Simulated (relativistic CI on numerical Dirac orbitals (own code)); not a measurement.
## Cd I: sensitivity of the levels to the model

Base calculation: Dirac-Coulomb-Breit CI, orbitals from a KLI potential per configuration, model QED (radiative potential, 1s self-energy scaled to tabulated hydrogen-like ionisation energies), valence Slater integrals scaled by 0.85, P86 correlation energy added to each configuration.

Configuration list (outside the closed core [Kr] 4d10): 5s2, 5s 5p, 5s 6s, 5s 5d, 5p2, 5s 7s, 5s 6p, 5s 7p, 5s 4f, 5s 6d, 5s 8s, 5s 8p, 5s 5g, 5s 5f, 5s 7d, 5s 6g, 5d2. Levels of other configurations are missing.

Variants: (1) no correlation estimate; (2) Slater integrals left unscaled; (3) non-relativistic limit; (4) one mean potential for all configurations. Shifts of the energy above 5s2 1S_0, in cm⁻¹, for the lowest level and the first level of each name with at least 55 % of one term (blank where a level changes its place among those of its configuration and J or its character, or is not in the variant):

| Level | Base | Δ(1) | Δ(2) | Δ(3) | Δ(4) | Measured |
| --- | --- | --- | --- | --- | --- | --- |
| 5s2 1S_0 | 0.0 | 0.0 | 0.0 | 0.0 | 0.0 | 0.0 |
| 5s 5p 3P°_0 | 25510.2 | -1603.3 | +278.8 | -2299.1 | +388.4 | 30114.0 |
| 5s 5p 3P°_1 | 26001.4 | -1605.2 | +323.5 | -2790.3 | +397.4 | 30656.1 |
| 5s 5p 3P°_2 | 26996.5 | -1607.9 | +402.4 | -3785.4 | +415.6 | 31827.0 |
| 5s 5p 1P°_1 | 41517.3 | -2039.9 | +3104.5 | -3004.7 | +766.5 | 43692.4 |
| 5s 6s 3S_1 | 46466.6 | -3809.5 | +1028.5 | -2697.3 | +1544.8 | 51484.0 |
| 5s 6s 1S_0 | 48328.0 | -3818.6 | +1361.7 | -2650.7 | +2445.9 | 53310.1 |
| 5s 6p 3P°_0 | 53352.2 | -4367.7 | +1045.4 | -2963.0 | +1758.9 |  |
| 5s 6p 3P°_1 | 53408.7 | -4365.8 | +1037.6 | -3019.5 | +1774.4 |  |
| 5s 6p 3P°_2 | 53526.5 | -4365.2 | +1015.6 | -3137.3 | +1811.2 |  |
| 5s 5d 1D_2 | 53631.3 | -4211.4 | +813.4 | -3647.0 | +2101.3 | 59219.7 |
| 5s 5d 3D_1 | 54195.3 | -4278.0 | +1101.2 | -3311.2 | +2020.6 | 59485.8 |
| 5s 5d 3D_2 | 54201.4 | -4278.0 | +1101.7 | -3317.4 | +2021.2 | 59497.9 |
| 5s 5d 3D_3 | 54211.1 | -4278.0 | +1102.5 | -3327.1 | +2022.0 | 59516.0 |
| 5s 6p 1P°_1 | 56465.0 | -4367.4 | +1504.3 | -3213.1 | +1455.2 |  |
| 5s 7s 3S_1 | 57840.7 | -5150.9 | +1090.7 | -3023.0 | +1996.2 |  |
| 5s 7s 1S_0 | 58481.8 | -5141.1 | +1192.8 | -2998.2 | +2346.1 |  |
| 5s 6d 1D_2 | 60285.8 | -5271.5 | +980.5 | -3521.8 | +2224.1 |  |
| 5s 7p 3P°_0 | 60357.8 | -5329.2 | +1099.6 | -3092.8 | +2011.1 |  |
| 5s 7p 3P°_1 | 60388.9 | -5328.0 | +1097.8 | -3124.0 | +2009.2 |  |
| 5s 7p 3P°_2 | 60457.3 | -5327.5 | +1092.4 | -3192.3 | +2002.5 |  |
| 5s 6d 3D_1 | 60682.5 | -5365.0 | +1109.9 | -3253.5 | +2125.1 |  |

For a near-neutral ion this model can misplace configurations by up to about 10,000 cm⁻¹ (more where the count of f electrons changes) and terms by 10 to 25 % of their spread. Rates follow the energies as ν³ (E1, M1) or ν⁵ (E2), so they and the lifetimes can be off by large factors. The fine structure of a lone outer electron comes out too small, for d and f at times inverted, and misplaced configurations move strength between like terms. 10 of the 10 excited levels that our extract of the measured tables holds in this range could be paired (the sources list more); they are missed by 4774 cm⁻¹ on average and 5588 at most, and levels without a partner can miss by more.

Measured levels: NIST Handbook of Basic Atomic Spectroscopic Data (Sansonetti and Martin, J. Phys. Chem. Ref. Data 34, 1559 (2005)).

Ionisation energy from the two ground configurations alone: base 8.133 eV; no correlation estimate 7.284 eV. The NIST ASD value (measured) is 8.99382 eV. The gap of more than 2 % comes from missing correlation.
